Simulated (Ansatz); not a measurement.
A structure relaxed at r2SCAN-D4/def2-TZVPD in Ansatz, charge -1, doublet:

```tsv
atom	x (Å)	y (Å)	z (Å)
Tl1	0.756	-0.499	0.256
Tl2	-2.038	-1.001	-0.328
H3	-0.880	0.758	-0.295
H4	2.161	0.741	0.367
```

**Question.** Give its formula.

**Answer.** Tl2H2⁻.

**Question.** Summarise the bond lengths by kind (pairs closer than 1.2 times the sum of covalent radii, bridged metal pairs left out).

**Answer.** 1 × Tl–Tl 2.90 Å; 2 × H–Tl 1.88 to 2.11 Å.

In the def2 sets Tl takes a core potential; there is no spin–orbit coupling. The highest occupied level of the charge -1 doublet lies above zero (up to 0.73 eV). The electron is either unbound and held by the finite basis, or the level is raised by self-interaction error. Another isomer (doublet) lies 0.32 eV lower at PBE0-D4/def2-TZVPD; other spin states weren't run for this one.
